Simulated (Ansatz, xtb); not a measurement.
**C3H9Sn: which of two conformers lies lower**

We compare a, `C[CH2][SnH][CH3]`, a doublet, with b, `C[CH2][SnH][CH3]`, a doublet. Both are isolated molecules in the gas phase, relaxed with PBE0-D3(BJ)/def2-SVP.

a (Å):

```yaml
atoms:
  - { symbol: C, position_ang: [-1.1438, -1.7744, 0.7997] }
  - { symbol: C, position_ang: [0.2996, -1.3386, 0.6076] }
  - { symbol: C, position_ang: [-0.7461, 1.2424, -1.5526] }
  - { symbol: Sn, position_ang: [0.6868, -0.3760, -1.3184] }
  - { symbol: H, position_ang: [-1.3052, -2.2160, 1.7977] }
  - { symbol: H, position_ang: [-1.8454, -0.9301, 0.7043] }
  - { symbol: H, position_ang: [-1.4455, -2.5318, 0.0587] }
  - { symbol: H, position_ang: [0.5988, -0.5916, 1.3631] }
  - { symbol: H, position_ang: [0.9959, -2.1857, 0.7049] }
  - { symbol: H, position_ang: [2.2812, 0.3189, -1.2810] }
  - { symbol: H, position_ang: [-0.6463, 1.9314, -0.6995] }
  - { symbol: H, position_ang: [-0.5546, 1.7938, -2.4833] }
  - { symbol: H, position_ang: [-1.7700, 0.8442, -1.5753] }
```

b (Å):

| atom | x (Å) | y (Å) | z (Å) |
| --- | --- | --- | --- |
| C | 0.3548 | -0.1402 | 0.7772 |
| C | 0.8995 | 0.1214 | 2.1748 |
| C | 1.6934 | -3.3023 | 2.5288 |
| Sn | 0.6893 | -1.6234 | 3.4777 |
| H | 0.4640 | 0.7472 | 0.1294 |
| H | 0.8816 | -0.9687 | 0.2770 |
| H | -0.7164 | -0.3974 | 0.7938 |
| H | 0.3776 | 0.9601 | 2.6611 |
| H | 1.9694 | 0.3813 | 2.1484 |
| H | -1.0051 | -2.0120 | 3.5706 |
| H | 2.7718 | -3.1066 | 2.4500 |
| H | 1.2776 | -3.4416 | 1.5188 |
| H | 1.5353 | -4.2215 | 3.1095 |

**Question.** Estimate which is lower in electronic energy at CCSD(T)/def2-SVP + ΔMP2/def2-TZVPP, and by roughly how much.

**Answer.** Too close to call at this level: CCSD(T)/def2-SVP + ΔMP2/def2-TZVPP gives E(b) − E(a) = −0.14 kcal/mol.

The same difference at several levels:

```
                             level              geometry  E(b) − E(a) (kcal/mol)  departure from the last row (kcal/mol)  job, with rough time for the two
              PBE0-D3(BJ)/def2-SVP  PBE0-D3(BJ)/def2-SVP                     −0.03                                   +0.10             optimisation, 2.5 min
                       HF/def2-SVP  PBE0-D3(BJ)/def2-SVP                     +0.12                                   +0.26           part of the CCSD(T) run
                      MP2/def2-SVP  PBE0-D3(BJ)/def2-SVP                     −0.06                                   +0.08           part of the CCSD(T) run
                  CCSD(T)/def2-SVP  PBE0-D3(BJ)/def2-SVP                     −0.06                                   +0.08                      single point
CCSD(T)/def2-SVP + ΔMP2/def2-TZVPP  PBE0-D3(BJ)/def2-SVP                     −0.14                                                       single point, 3 min
```

The largest departure from CCSD(T)/def2-SVP + ΔMP2/def2-TZVPP is that of HF/def2-SVP, 0.26 kcal/mol. Levels run at GFN2-xTB geometries aren't shown. The last row adds to CCSD(T) the change of the MP2 difference between the two basis sets, here −0.08 kcal/mol.

With harmonic frequencies from PBE0-D3(BJ)/def2-SVP (ideal gas, rigid rotor, one conformer each, 600 K, 1 atm): on the last row, ΔE + ΔZPE = −0.10 kcal/mol. A mode under 50 cm⁻¹ makes harmonic enthalpies and free energies unreliable, so none is given.

Open shells are spin-unrestricted. The correlated steps freeze 7 core orbitals; the filled d shell of Sn is correlated, in a basis made for valence electrons. Atoms past krypton carry core potentials in the def2 sets and no spin–orbit term is included. Programs: Ansatz 0.2.0; the last row on 2 threads of Arm Neoverse V2 on a shared host.
